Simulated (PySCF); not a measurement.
## Ionising KI

RHF-MP2; basis K x2c-SVPall, I x2c-SVPall; spin-free X2C with a Gaussian nucleus; PySCF 2.14. Neutral (RHF): singlet (closed shell), Re = 3.099 Å, ωe = 186 cm⁻¹, De = 3.25 eV.

KI⁺ (UHF): doublet (π ↑), Re = 3.659 Å, ωe = 81.6 cm⁻¹, De = 0.33 eV to K⁺ + I. The energies at the minima are -7713.51170 hartree for KI and -7713.25283 for KI⁺.

Task: Work out the adiabatic ionisation energy, without and with harmonic zero-point energies (1 hartree = 27.2114 eV, 1 eV = 8065.5 cm⁻¹), and the change of the bond length.

Result: At MP2: 0.25887 hartree = 7.044 eV between the minima; the zero-point term (81.6 − 186.0)/2 cm⁻¹ = -0.006 eV makes it 7.038 eV. Re changes by +56.0 pm against the neutral. The electron leaves a π orbital, and the ion is left as a loose complex of an ion and an atom.

Correlated steps freeze 23 core orbitals. Weak bonds: KI⁺. Basis-set superposition, not corrected here, can be much of De in a small basis, most of all at correlated wavefunction levels. These are scalar-relativistic numbers at best; spin–orbit coupling would shift them, the dissociation energy most. For an ion De counts to the pair picked by the measured ionisation energies or electron affinities, which need not be the lowest pair at this level. Where the molecule has an RHF reference, its open-shell atoms are computed with UHF. States were picked by a PBE0 search and need not be the measured ground states.

Neutral and ion stand on different kinds of reference determinant, which adds to the error of the difference.
